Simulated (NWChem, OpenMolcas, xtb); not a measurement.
CH5FOSi (SMILES C[SiH](O)F): the dipole moment, rung by rung

CH5FOSi: 9 atoms, total charge 0, spin state singlet. As SMILES, `C[SiH](O)F`. Geometry: relaxed at PBE0-D4/def2-TZVP. This is one conformer, not always the lowest.

```tsv
atom	x (Å)	y (Å)	z (Å)
C	-1.0592	0.3827	0.2021
Si	0.5987	-0.0594	-0.4917
O	1.6998	-0.4260	0.6588
F	0.3861	-1.3192	-1.4572
H	-1.7593	0.6242	-0.6015
H	-0.9821	1.2517	0.8601
H	-1.4840	-0.4450	0.7767
H	1.2140	1.0180	-1.2926
H	1.4746	-1.0731	1.3282
```

Quantity: the dipole moment, in D. The values are calculated.

```
          level            kind     program  value (D)   CPU time
       GFN0-xTB  semi-empirical         xtb       2.54  under 2 s
    HF/def2-SVP    Hartree–Fock  OpenMolcas       2.35      5.5 s
 SVWN5/def2-SVP             LDA  OpenMolcas       2.24       18 s
revPBE/def2-SVP             GGA  OpenMolcas       2.13       23 s
  TPSS/def2-SVP        meta-GGA  OpenMolcas       2.13       32 s
 B3LYP/def2-SVP   global hybrid  OpenMolcas       2.19       22 s
  PBE0/def2-SVP   global hybrid      NWChem       2.23       19 s
```

The values span 2.13 to 2.54 D. Magnitudes only. CPU times are rough (shared hosts, several kinds of processor): they show what a rung costs within a factor of a few.
